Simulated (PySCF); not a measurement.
# Rubidium: a sound run and one with changed settings

Sound run: Rb [Kr] 5s1, Rb⁺ [Kr]. Computed with PySCF 2.14 in x2c-SVPall (6s4p5d1f, 50 functions), with the spin-free X2C one-electron Hamiltonian (Gaussian nucleus). The sound run starts from symmetry-adapted Hartree-Fock orbitals and uses a fine grid where one is needed.

Changed run: initial guess 1e, at most 50 SCF cycles.

| species | method | sound run (hartree) | changed run (hartree) | converged |
| --- | --- | --- | --- | --- |
| Rb | UHF | -2978.83157 | -2978.83157 | yes |
| Rb | PBE0 | -2980.38657 | -2980.38657 | yes |
| Rb | M06-L | -2980.56899 | -2980.56899 | yes |
| Rb⁺ | UHF | -2978.69172 | -2978.69172 | yes |
| Rb⁺ | PBE0 | -2980.23127 | -2980.23127 | yes |
| Rb⁺ | M06-L | -2980.43884 | -2980.43884 | yes |

Here the plain start reaches the same solutions.
